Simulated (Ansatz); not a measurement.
Cartesian coordinates in Å:
```
F -0.675 0.308 1.145
Ge 0.513 0.562 -0.107
F 0.161 -0.870 -1.039
```

Charge 0, multiplicity 1.

(1) List the r2SCAN/def2-TZVPP orbital energies in eV (Ansatz 0.2.0). (An estimate is asked.)

Results:

(1) Ansatz gave: Occupied: -10835.82, -1350.79, -1200.90, -1200.84, -1200.81, -665.85, -665.85, -169.00, -118.83, -118.66, -118.56, -32.54, -32.36, -32.00, -31.92, -31.79, -30.40, -29.56, -14.02, -11.46, -10.70, -10.66, -10.05, -9.66, -7.98. Lowest empty: -3.31, -0.44, 0.43, 6.03, 6.21, 6.42, 6.60, 7.34.
